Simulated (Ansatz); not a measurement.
Relaxation of CH$_{7}$FSSi (11 atoms, charge 0, multiplicity 1), to a largest force component of 0.03 eV/Å in at most 50 steps.

Level of theory: RKS revPBE-D4/def2-SVP (Ansatz 0.2.0).

```xyz
11
Properties=species:S:1:pos:R:3
Si -0.780 0.261 -0.244
F 2.112 0.098 -0.982
H -0.406 0.519 -1.674
H -2.280 0.378 -0.149
C -0.221 -1.406 0.429
H 2.099 0.788 -0.376
S 0.092 1.773 1.049
H -0.460 -1.489 1.508
H -0.749 -2.222 -0.105
H 0.868 -1.524 0.278
H -0.276 2.825 0.265
```

Where does it end, and by what steps?

The run converged. After 10 steps the energy has fallen by 0.148 eV; F2 moved furthest, 0.32 Å.

```csv
step,energy less start (eV),largest force component (eV/Å),accepted
0,0.0000,0.991,yes
1,-0.0277,1.553,yes
2,-0.1056,0.660,yes
3,-0.0988,1.030,no
4,-0.1360,0.387,yes
5,-0.1265,0.384,no
6,-0.1441,0.177,yes
7,-0.1461,0.053,yes
8,-0.1456,0.091,no
9,-0.1471,0.030,yes
10,-0.1475,0.028,yes
```

```xyz
11
Properties=species:S:1:pos:R:3
Si -0.874 0.227 -0.246
F 2.316 0.240 -0.788
H -0.595 0.453 -1.703
H -2.348 0.410 -0.004
C -0.240 -1.425 0.388
H 1.887 0.848 -0.190
S 0.226 1.736 0.923
H -0.432 -1.535 1.474
H -0.732 -2.266 -0.143
H 0.850 -1.465 0.199
H -0.061 2.777 0.090
```

Whether the end is a true minimum wasn't checked by a vibrational analysis.

Time of the run: 16 s on 2 threads of Intel(R) Xeon(R) Platinum 8488C (Sapphire Rapids), on a shared host, peak memory 0.17 GiB.
